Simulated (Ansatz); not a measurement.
Ansatz (an electronic-structure program) input (RI-MP2/def2-TZVPPD):
A basis named .json is the Basis Set Exchange file of that set.

Ansatz 0.2 input:
```yaml
crystal:
  periodic: [false, false, false]
  atoms:
    - {symbol: Cr, position_ang: [-0.00000000, -0.00000000, -0.40301613]}
    - {symbol: O, position_ang: [0.00000000, 0.00000000, 1.20904839]}
basis:
  gaussian:
    orbitals: def2-TZVPPD.json
    fitting: {mean_field: def2-universal-jkfit, correlation: def2-TZVPPD-RIFIT.json}
magnetization: {spin_polarized: true, initial_magnetization: 4}
correlation: {method: mp2, electrons: outside_noble_gas}
```

Output:

```
Functional definition: HF
integrals: 0.04 GiB planned
341 factors; integrals over basis functions are off by at most 8.8e-1 eV
317 factors; integrals over basis functions are off by at most 1.4e2 eV
mean field: 0.20 GiB planned
mean field evaluation 1: about -30420.2749 eV, gradient 3.5e1 eV
mean field evaluation 2: about -30414.2658 eV, gradient 5.9e1 eV
mean field evaluation 4: about -30425.3959 eV, gradient 3.8e0 eV
mean field evaluation 8: about -30426.4112 eV, gradient 1.6e0 eV
mean field evaluation 16: about -30426.6735 eV, gradient 2.5e-6 eV
mean field evaluation 32: about -30427.0879 eV, gradient 4.6e-1 eV
mean field evaluation 64: about -30425.4658 eV, gradient 1.7e-3 eV
mean field evaluation 96: about -30424.4942 eV, gradient 4.2e0 eV
mean field evaluation 128: about -30424.1036 eV, gradient 1.3e0 eV
mean field evaluation 160: about -30412.1992 eV, gradient 7.0e-1 eV
mean field evaluation 192: about -30425.0673 eV, gradient 5.3e-2 eV
mean field evaluation 224: about -30425.6243 eV, gradient 4.9e-1 eV
mean field evaluation 256: about -30414.3289 eV, gradient 2.6e1 eV
mean field evaluation 288: about -30425.3518 eV, gradient 2.5e-1 eV
mean field evaluation 320: about -30424.3354 eV, gradient 6.4e0 eV
mean field evaluation 352: about -30423.9299 eV, gradient 2.0e0 eV
mean field evaluation 384: about -30426.6735 eV, gradient 8.3e-4 eV
mean field -30427.09356885 eV, -1118.1750644304 hartree, gradient 1.3e-6 eV, S^2 6.868791; 34 other end points of the search recorded, 0 dependent functions left out
10 core orbitals not correlated
reference -30427.09356885 eV, -1118.1750644304 hartree; 8, 4 occupied and 89, 93 virtual orbitals, 317 factors
second order -8.34721008 eV of doubles, -0.00000000 eV of singles
Total energy: -30435.44077893 eV, -1118.4818187429 hartree
```

The spin state was set by rule; other spins were not relaxed.

The determinant is spin-contaminated: <S^2> is 6.87 against 6.00 for a pure state.
